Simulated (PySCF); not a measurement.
ClH3O2Sn, SMILES [OH][SnH]([Cl])[OH]. Coordinates come from a B3LYP-D3(BJ)/def2-SVP optimisation. The def2 effective core potentials stand for the cores of Sn; spin–orbit coupling is left out. One conformer was computed; it need not be the lowest.

Method: B3LYP-D3(BJ)/def2-SVP (PySCF).

Harmonic wavenumbers (cm⁻¹): 97, 138, 165, 183, 226, 367, 541, 557, 620, 636, 854, 867, 1971, 3813, 3822. Rotational constants (GHz): 4.291, 2.275, 1.782; symmetry number 1.

### Question
Work out the zero-point energy and the ideal-gas rigid-rotor harmonic-oscillator thermochemistry at 298.15 K and 1 atm.

### Answer
ZPE = ½ Σ hcν = ½ × 14856 cm⁻¹ = 21.24 kcal/mol. H − E(el) = 26.29 kcal/mol. Entropy in cal/(mol K): translation 41.62, rotation 27.32, vibration 16.38, total 85.31. G − E(el) = 0.85 kcal/mol. Cp = 24.26 cal/(mol K). Modes under 150 cm⁻¹ make the vibrational entropy uncertain.
